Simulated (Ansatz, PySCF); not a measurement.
C4H4ClF, SMILES F[C@H]1C=C(Cl)C1. Atoms are numbered in the order given.

```xyz
10

F     -2.3228    -0.2488     1.1555
C     -1.5623    -0.0996     0.0117
C     -0.5243     0.9973     0.0418
C      0.4632     0.1090    -0.1703
Cl     2.1499     0.2635    -0.4634
C     -0.3988    -1.1295    -0.1376
H     -2.2533    -0.0711    -0.8481
H     -0.5789     2.0813     0.1358
H     -0.2783    -1.7545     0.7595
H     -0.3991    -1.7580    -1.0424
```

Geometry optimised at TPSSh-D3(BJ)/def2-SVP. The structure was generated by enumeration; whether it is a known compound was not checked.

Vertical ionisation energy (IE) and electron affinity (EA) in eV. Rows of orbital energies are one-electron estimates. Where ΔSCF, EOM or ADC give a negative EA the extra electron is unbound and the value depends on the basis.

| level | IE | EA |
|---|---|---|
| −ε(HOMO), −ε(LUMO), B3LYP/def2-TZVP (PySCF) | 7.38 | 0.73 |
| −ε(HOMO), −ε(LUMO), PBE/def2-TZVP (PySCF) | 6.45 | 1.49 |
| ΔSCF, CAM-B3LYP/def2-SVPD (Ansatz), final states of multiplicity 2 and 2 | 9.88 | -1.22 |
| ΔSCF, PBE/def2-SVPD (Ansatz), final states of multiplicity 2 and 2 | 9.61 | -1.15 |

Problem. What vertical singlet–triplet gap does ΔSCF give with CAM-B3LYP/def2-SVPD (Ansatz, an electronic-structure program) and with PBE/def2-SVPD (Ansatz)? (Estimate from the structure and the level; the computed values follow.)

Solution. 4.07 and 4.11 eV (triplet above singlet where positive).
